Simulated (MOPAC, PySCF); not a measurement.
[Hf(H)4], neutral singlet in the gas phase. 

Z-matrix (Å, degrees):
```
Hf
H 1 1.8469
H 1 1.8469 2 109.47
H 1 1.8469 2 109.47 3 -120.00
H 1 1.8469 2 109.47 3 120.00
```
Charge 0, multiplicity 1.

All levels are single points at this geometry (r2SCAN-D4/def2-SVP); Pople sets use spherical d functions. Orbital energies aren't observables, and empty levels follow the basis.

TPSSh-D3(BJ)/def2-TZVP in PySCF gives gap (eV) = 5.42.

### Question
Estimate the gap (eV) from each of these levels: B3LYP-D3(BJ)/def2-TZVP in PySCF; PBE-D3(BJ)/def2-TZVP in PySCF; B3LYP/6-311+G** (LANL2DZ on Hf) in PySCF; B3LYP/6-31G* (LANL2DZ on Hf) in PySCF; B3LYP/LANL2DZ in PySCF; BP86/6-31G* (LANL2DZ on Hf) in PySCF; M06-2X/6-31G* (LANL2DZ on Hf) in PySCF; PBE/6-31G* (LANL2DZ on Hf) in PySCF; SVWN5/6-31G* (LANL2DZ on Hf) in PySCF; HF/6-31G* (LANL2DZ on Hf) in PySCF; PM6 in MOPAC; PM7 in MOPAC.

### Answer

```json
[
 {"level": "B3LYP-D3(BJ)/def2-TZVP in PySCF", "gap (eV)": "5.93"},
 {"level": "PBE-D3(BJ)/def2-TZVP in PySCF", "gap (eV)": "4.05"},
 {"level": "B3LYP/6-311+G** (LANL2DZ on Hf) in PySCF", "gap (eV)": "5.81"},
 {"level": "B3LYP/6-31G* (LANL2DZ on Hf) in PySCF", "gap (eV)": "5.82"},
 {"level": "B3LYP/LANL2DZ in PySCF", "gap (eV)": "5.82"},
 {"level": "BP86/6-31G* (LANL2DZ on Hf) in PySCF", "gap (eV)": "3.96"},
 {"level": "M06-2X/6-31G* (LANL2DZ on Hf) in PySCF", "gap (eV)": "8.20"},
 {"level": "PBE/6-31G* (LANL2DZ on Hf) in PySCF", "gap (eV)": "3.99"},
 {"level": "SVWN5/6-31G* (LANL2DZ on Hf) in PySCF", "gap (eV)": "3.70"},
 {"level": "HF/6-31G* (LANL2DZ on Hf) in PySCF", "gap (eV)": "12.69"},
 {"level": "PM6 in MOPAC", "gap (eV)": "9.13"},
 {"level": "PM7 in MOPAC", "gap (eV)": "15.00"}
]
```
